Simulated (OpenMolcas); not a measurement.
Ru4+ (d4) in a complex was computed by SS-CASPT2, IPEA 0.25 Eh, imaginary shift 0.1 Eh with the d shell active (OpenMolcas, ANO-RCC-VDZP on the metal). Its lowest spin-free states, and all those of the highest spin:

```csv
2S+1,Degeneracy,E (cm-1)
1,1,0
3,3,6920
5,3,9290
3,3,9810
1,3,10810
1,3,16740
3,2,19570
3,3,20130
3,3,20160
3,3,22110
1,1,23730
1,3,23800
5,2,27380
```

Q: Is the site octahedral, tetrahedral or cube-like, axial, or of lower symmetry?

A: The states with 2S+1 = 5 have orbital degeneracies 3, 2. Threefold states need a cubic site. For d4 at this spin an octahedron puts the twofold E below the threefold T2 and a tetrahedron or cube puts the threefold T2 below the twofold E, so the site is a tetrahedron or a cube, which this pattern cannot tell apart. The first gap at this spin, 18100 cm-1, is |10Dq| in ligand-field theory. The run had Ru4+ with 4 ligands (fluoride) in tetrahedral coordination (Td) at 1.8 Å. Ligand basis ANO-RCC-VDZP.

Roots that are degenerate in the reference are averaged as groups; the widest CASPT2 spread within a group is 540 cm-1 (the 3-fold group of multiplicity 1 near 10800 cm-1 above the lowest state of its run). Shifts and gaps below about the spread of the groups concerned are not significant. Over all roots computed the reference weight is 0.69 to 0.74; the roots of lowest weight are the least certain, and an intruder state may touch them. The least metal-like active orbital is 71 % on the metal (Löwdin) and no ligand orbital is active, so the numbers are rough. Ligand-to-metal charge-transfer states are missing. These CASPT2 states fit no ligand-field parameters well, so their order and spin gaps are uncertain. With no ligand orbital active B as a rule stays too high, so bands that hang on it stand too high and its fall with covalency is understated. With one d shell and no ligand orbital active, 10Dq can be off by a tenth or more. No measured value stands beside these numbers; the geometry was imposed, not optimised, and the real ion may take another.
